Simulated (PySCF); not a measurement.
A side-by-side comparison of computed properties.

First species: SnMe(SiH3)3, CH12Si3Sn.
SMILES: `[CH3][Sn]([SiH3])([SiH3])[SiH3]`

Second species: C3H8O2S.
Geometry (PBE0-D3(BJ)/def2-SVP, Å), atoms numbered from 1 in this order:
```xyz
14
C3H8O2S angstrom
C     -2.0448   -0.1543    0.0707
C     -0.6131   -0.6165    0.2577
S      0.4951    0.6975   -0.2739
C      2.1310    0.0276   -0.0305
O      0.3048    0.8840   -1.7110
O      0.3325    1.8204    0.6479
H     -2.2376    0.0758   -0.9866
H     -2.2352    0.7518    0.6631
H     -2.7442   -0.9387    0.3931
H     -0.3728   -1.4978   -0.3562
H     -0.3712   -0.8254    1.3107
H      2.2880   -0.1890    1.0335
H      2.2608   -0.8639   -0.6568
H      2.8099    0.8254   -0.3607
```

Levels: CAM-B3LYP/def2-SVPD for dipole moment, HOMO energy, LUMO energy, HOMO–LUMO gap and static isotropic polarisability; TDDFT CAM-B3LYP/def2-SVPD for lowest singlet excitation; TDA CAM-B3LYP/def2-SVPD for lowest triplet excitation (Tamm–Dancoff); PBE0-D3(BJ)/def2-SVP for rotational constant A and rotational constant C. Geometries: PBE0-D3(BJ)/def2-SVP. Each structure is a single optimised conformer of the isolated species (atoms past krypton carry core potentials, spin–orbit coupling is left out); the electronic structure was computed with PySCF and density fitting.

The conformers computed, where there is a choice (atom-mapped SMILES and torsion angles):
- `[CH3:1][CH2:2][S:3]([CH3:4])(=[O:5])=[O:6]`: C1–C2–S3–C4 -179°

Which has the higher LUMO energy?

The second: 0.70 eV against 0.49 eV, a difference of 0.21 eV.

Which has the higher dipole moment?

The second: 4.76 D against 0.74 D, a difference of 4.02 D.

Which has the higher rotational constant C?

The second: 2.303 GHz against 0.871 GHz, a difference of 1.432 GHz.

Which of the two has the higher T1 energy, and by how much?

The second: 7.36 eV against 5.49 eV, a difference of 1.87 eV.

Which has the higher S1 energy?

The second: 7.56 eV against 6.21 eV, a difference of 1.35 eV.

Which has the higher HOMO energy?

The first: -8.60 eV against -9.76 eV, a difference of 1.16 eV.

Which of the two has the higher static isotropic polarisability, and by how much?

The first: 154.3 au against 64.8 au, a difference of 89.5 au.

Which has the higher rotational constant A?

The second: 4.423 GHz against 1.159 GHz, a difference of 3.264 GHz.

On the first: S1 lies 2.88 eV below the HOMO–LUMO gap. The dipole equals about 2.5 × 10⁻³⁰ C·m (1 D = 3.33564 × 10⁻³⁰ C·m). Atoms past krypton carry effective core potentials; spin–orbit coupling is left out.

On the second: The polarisability is 9.60 Å³ as a volume (1 au = 0.148185 Å³), or 1.12 au for each of the 58 electrons. The 10 singlets span 7.56 to 9.01 eV, and their oscillator strengths add up to 0.30.
